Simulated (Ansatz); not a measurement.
Reactions of C$_{8}$H$_{16}$O, SMILES `CCCCC(C=O)CC`.

Isolated molecules relaxed with PBE0-D4/def2-TZVP in Ansatz; ΔE leaves out vibrations. CBS: MP2 limit from def2 TZ/QZ plus the TZ coupled-cluster correction, frozen cores. This one scheme is used for every species, atoms too. No spin–orbit coupling; open shells (•) take unrestricted orbitals. Spin–orbit coupling would lower the free atoms: a little for C, O. Each species was taken in one conformer, which may not be the lowest.

Order these by ΔE at CCSD(T)/CBS, lowest first. (Estimate.)
A. `CCCCC(C=O)CC` + `CNC` → `CN(C)C=O` + `CCCCCCC`
B. `CCCCC(C=O)CC` → 8 C• + 16 H• + O•
C. `CCCCC(C=O)CC` + H₂O → `CCCCC(O)CC` + `C=O`
D. `CCCCC(C=O)CC` + H₂ → `CCCC=O` + `CCCC`
E. `CCCCC(C=O)CC` + H₂ → `CCCCCCC` + `C=O`
F. `CCCCC(C=O)CC` + `CC(C)C` → `CCCCC(C)(C)C` + `CCCC=O`

A (-18.1 kcal/mol), D (-14.8 kcal/mol), E (-6.1 kcal/mol), F (-2.4 kcal/mol), C (+16.1 kcal/mol), B (+2441.7 kcal/mol).

Largest T1 diagnostic: 0.015, for `C=O`.
